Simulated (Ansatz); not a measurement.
`O[SiH]1CN1` + PH₃ → `P[SiH]1CN1` + H₂O at 298.15 K and 1 bar (ligand exchange at the Si–O bond).

Computed with Ansatz on PBE0-D4/def2-TZVP structures; ΔE is electronic, products minus reactants. CCSD(T)/CBS is the MP2 limit (def2-TZVPP, def2-QZVPP) plus CCSD(T) − MP2 in def2-TZVPP, frozen cores. This one scheme is used for every species. One conformer a species, not always the lowest.

```
     species  CCSD(T)/CBS energy (Eh)  H − E (kJ/mol)  S (J/(mol·K))
`O[SiH]1CN1`               -460.03264           187.7          296.5
         PH₃               -342.72256            73.1          210.2
`P[SiH]1CN1`               -726.34548           199.3          323.4
         H₂O                -76.37941            66.4          188.7
```

H − E and S are ideal-gas, rigid-rotor, harmonic terms from PBE0-D4/def2-TZVP, for one conformer and one mirror image of each species. 1 Eh = 2625.50 kJ/mol, R = 8.31446 J/(mol·K).

Problem. By hand: ΔE, ΔH, ΔS and ΔG.

Solution. ΔE = (-726.34548) + (-76.37941) − (-460.03264) − (-342.72256) = 0.03031 Eh = 79.6 kJ/mol. Δ(H − E) = 199.3 + 66.4 − 187.7 − 73.1 = 4.9, so ΔH = 84.5 kJ/mol. ΔS = 323.4 + 188.7 − 296.5 − 210.2 = 5.4 J/(mol·K). ΔG = 84.5 − 298.15 × (5.4)/1000 = 82.9 kJ/mol.

Problem. By hand: the equilibrium constant, and the temperature at which ΔG would vanish if ΔH and ΔS stayed fixed.

Solution. log₁₀ K = −ΔG/(RT ln 10) = -14.5. ΔG = 0 at ΔH/ΔS = 15648 K, far beyond where these terms or the molecules hold.

The number of gas molecules stays the same, so ΔS is small and ΔH decides. A doubt of 5 kJ/mol in ΔE shifts log₁₀ K by 0.9 here. Other conformers and mirror images would add mixing entropy, several J/(mol·K) or more a flexible species. These are equilibria of isolated gas molecules and say nothing of rates. Largest T1 diagnostic: 0.014 (customary marks: 0.02 for closed shells, 0.045 for open ones).
